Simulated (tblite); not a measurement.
C7H10FP.
Atom-mapped SMILES: `[CH3:1][CH2:2][c:3]1[pH:4][c:5]([F:6])[cH:7][c:8]1[CH3:9]` (hydrogens: H10, H11, H12 on C1; H13, H14 on C2; H15 on P4; H16 on C7; H17, H18, H19 on C9)

Cartesian coordinates in Å at the GFN2-xTB level; atoms count from 1:
```xyz
19
C7H10FP angstrom
C     -2.560   -0.742   -0.244
C     -1.516    0.366   -0.230
C     -0.118   -0.167   -0.132
P      0.266   -1.931   -0.384
C      1.997   -1.536   -0.005
F      2.956   -2.478    0.025
C      2.222   -0.218    0.106
C      1.009    0.566    0.039
C      1.073    2.051    0.198
H     -2.380   -1.418   -1.080
H     -2.517   -1.316    0.679
H     -3.560   -0.327   -0.345
H     -1.612    0.963   -1.144
H     -1.703    1.034    0.616
H     -0.059   -2.351    0.909
H      3.190    0.228    0.259
H      0.119    2.517   -0.029
H      1.351    2.305    1.221
H      1.832    2.463   -0.466
```

Method: GFN2-xTB as coded in tblite; computed harmonic values from a numerical Hessian at the method's own geometry, unscaled. This tight-binding method is rough: wavenumbers can miss measured ones by several per cent, in bad cases by 10 to 20. Modes of hydrogen on phosphorus can be 10 to 20 % off. One conformer, not necessarily the lowest. The optimisation stopped once no atom felt more than 0.01 eV/Å.

Lowest wavenumbers of the output (negative numbers stand for imaginary wavenumbers):
```
mode    cm-1
  1     -35.1
  2      25.2
  3     124.3
  4     171.0
  5     190.2
  6     234.4
  7     258.9
  8     311.1
  9     331.1
 10     351.6
 11     409.5
 12     460.4
 13     512.2
 14     541.2
 15     653.4
```

Task: Is this structure a minimum?

Result: Not by this Hessian. 1 mode is imaginary beyond 20i (35i cm⁻¹), so at this level the point lies at or near a first-order saddle. The curvature is small, so loose convergence or finite differences may be the whole cause.

Task: Which atoms move in the imaginary mode?

Result: 35i: H18 (methyl hydrogen) 36 %, H17 (methyl hydrogen) 29 %, H19 (methyl hydrogen) 29 %. These are shares of the mass-weighted motion.

Task: What is the remedy?

Result: Step along that mode in both directions, optimise again with tighter thresholds and repeat the frequencies. The zero-point energy of this point (92.6 kcal/mol) counts the 50 real modes alone, and thermal corrections from it aren't those of a minimum.
